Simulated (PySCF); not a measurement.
Coordinates in bohr (charge 0 multiplicity 3):
```
Ni    0.0000    0.0000    0.0000
O     0.0318    0.0000    3.2725
O    -0.0318    0.0000   -3.2725
H    -1.3958    0.0000    4.3800
H     1.3958    0.0000   -4.3800
```

Level of theory: UPBE0/[Ni def2-TZVP, O def2-TZVP, H def2-TZVP], no relativity, density fitting, PySCF.

This geometry of Ni(OH)2 is a stationary point at this level.

What is the point group?

C2h.

Is it a minimum?

Yes: all harmonic wavenumbers are real.

List the harmonic modes with their infrared intensities.


```tsv
symmetry	ω (cm⁻¹)	IR (km/mol)
au	131	0.5
bu	180	18.3
au	381	204
ag	488	0.0
bu	630	373
ag	665	0.0
bu	812	121
bu	3939	208
ag	3941	0.0
```

Give the atomic charges and bond orders.


```tsv
atom	Mulliken	Löwdin	polar tensor	spin (Mulliken)	Mayer order to Ni1
Ni1	0.71	0.40	1.13	1.64	–
O2,3	-0.68	-0.36	-0.85	0.18	1.02
H4,5	0.33	0.16	0.28	0.00	0.01
```
Other Mayer orders above 0.3: O–H 0.89 (×2).

What is the atomisation energy, with and without zero-point energy?

1600 kJ/mol without, 1533 kJ/mol with.

In C2h the vibrations span 2au + 4bu + 3ag. The ag modes carry no infrared intensity, as symmetry demands. With a centre of inversion only u modes can be infrared active and only g modes Raman active.

This need not be the most stable arrangement of these atoms. Open d and f shells are described by one determinant, and the ground state may have another occupation or spin.
